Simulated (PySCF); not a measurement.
# Polarisability and C₆ of Ne+ (neon, charge +1)

[He] 2s2 2p5, 2P determinant. Computed with PySCF 2.14 in aug-cc-pVDZ (4s3p2d, 23 functions), with the non-relativistic Hamiltonian (point nucleus). Coupled (time-dependent) response in atomic units; α is the mean over directions. A double-zeta set is small for polarisabilities.

```tsv
method	mean α (bohr³)	α xx, yy, zz	C₆ (like pair)	S(−4)
UHF	1.145	1.218, 1.109, 1.109	2.007	0.3840
PBE	1.232	1.284, 1.206, 1.206	2.177	0.5146
PBE0	1.204	1.264, 1.175, 1.175	2.125	0.4672
revPBE	1.237	1.288, 1.211, 1.211	2.189	0.5196
BP86	1.235	1.289, 1.208, 1.208	2.186	0.5109
```

S(−4) is the Cauchy moment in α(ω) = α(0) + S(−4) ω² + …

α(iu) at PBE:

| u (hartree) | α(iu) (bohr³) |
| --- | --- |
| 0 | 1.232 |
| 0.0500 | 1.231 |
| 0.100 | 1.227 |
| 0.200 | 1.212 |
| 0.300 | 1.189 |
| 0.500 | 1.124 |
| 0.750 | 1.027 |
| 1.00 | 0.9266 |
| 1.50 | 0.7442 |
| 2.00 | 0.5949 |
| 3.00 | 0.3875 |
| 5.00 | 0.1899 |

A single London oscillator, α(iu) = α/(1 + u²/ω²), gives C₆ = (3/4) ω α². Matching the computed C₆ needs ω = 4 × 2.177 / (3 × 1.232²) = 1.91 hartree.

For an ion, C₆ is the dispersion term alone; charge-induced terms of lower order in 1/R come first.

The components differ because the open shell of this determinant is not spherical; for a pure term their mean is the scalar polarisability.
